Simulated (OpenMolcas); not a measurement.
## Multiplet structure of Zr2+

- Program: OpenMolcas
- Method: RASSCF
- Basis: ANO-RCC-VQZP [8s7p5d3f2g1h]
- Scalar Hamiltonian: DKH2, point nucleus
- Active space: 8 electrons in 8 orbitals (RAS1 4p, at most 2 holes; RAS2 4d)
- State averaging: 2S+1 = 3 even, 10 roots; 2S+1 = 1 even, 15 roots
- Spin-orbit coupling: state interaction with AMFI integrals over the reference wave functions, term energies averaged over their components

Spin-free terms above the lowest, with the occupations of the reference:

```json
{"Configuration": "4d2", "Term": "3F", "E (cm-1)": "0.0", "Occupations": "4p 5.97 4d 2.03"}
{"Configuration": "4d2", "Term": "1D", "E (cm-1)": "7932", "Occupations": "4p 5.97 4d 2.03"}
{"Configuration": "4d2", "Term": "3P", "E (cm-1)": "9483", "Occupations": "4p 5.97 4d 2.03"}
{"Configuration": "4d2", "Term": "1G", "E (cm-1)": "13522", "Occupations": "4p 5.97 4d 2.03"}
{"Configuration": "4d2", "Term": "1S", "E (cm-1)": "29498", "Occupations": "4p 5.96 4d 2.04"}
```

With spin-orbit coupling, above the lowest level:

```csv
Configuration,Term,J,E (cm-1),Measured (cm-1),g,Term weight %
4d2,3F,2,0.0,0.0,0.668,99
4d2,3F,3,752,681,1.084,100
4d2,3F,4,1661,1486,1.250,100
4d2,1D,2,8749,5742,1.049,89
4d2,3P,0,9950,8062,,100
4d2,3P,1,10238,8326,1.501,100
4d2,3P,2,10917,8838,1.450,90
4d2,1G,4,14522,11049,1.000,100
4d2,1S,0,30540,23979,,100
```

Against the 8 measured excited levels shown (Moore, Atomic Energy Levels, vol. II, NSRDS-NBS 35 (1971 reprint of NBS Circular 467, 1952); NIST levels as listed in Rynkun, Gaigalas and Jonsson, Astron. Astrophys. 637, A10 (2020)) the mean absolute deviation is 2400 cm-1; the largest miss in energy is 4d2 1S0: computed 30540, measured 23979 cm-1 (+27.4 %), and the largest in proportion 4d2 1D2 (+52.4 %).

Spin-orbit coupling puts the lowest level 983 cm-1 below the lowest spin-free term.

A least-squares Racah fit to the terms below 60000 cm-1, each weighted by 2L + 1 and with a free common offset, gives B = 674 cm-1 and C = 2283 cm-1 (C/B = 3.39), with an rms deviation of 595 cm-1.

For 3F the intervals divided by the larger J are 250.6, 227.4 cm-1. Landé's interval rule makes them equal in pure LS coupling; they differ by 10 % of their mean. The multiplet is regular.

Without dynamic correlation excited terms often stand tens of per cent too high (terms of higher spin than the ground term too low), and those without a measured partner can miss by more than the paired ones. Some levels mix across a computed gap that differs much from the measured one, so their mixing is not that of the real levels. Active for correlation alone: 4p; no level in the range computed is led by a configuration that opens it, so any true level of that kind is missing. Measured partners are found by configuration, term and J. A level has none where our copy of the source lacks it or the pairing is in doubt (some pairs that miss far off the trend of their configuration count as doubtful), and it then counts in no deviation. Only configurations of the active space appear. The first state left out of the spin-orbit step lies near 490000 cm-1 above the lowest spin-free state of the reference (among the parities and spins computed), and the list stops at four fifths of that energy or lower.

The RASSCF and RASSI steps took 20 s on 1 thread of Arm Neoverse V2 (shared host); the integral step is not counted.

The term weight is that of the spin-free term in the level, not the purity of its configuration.
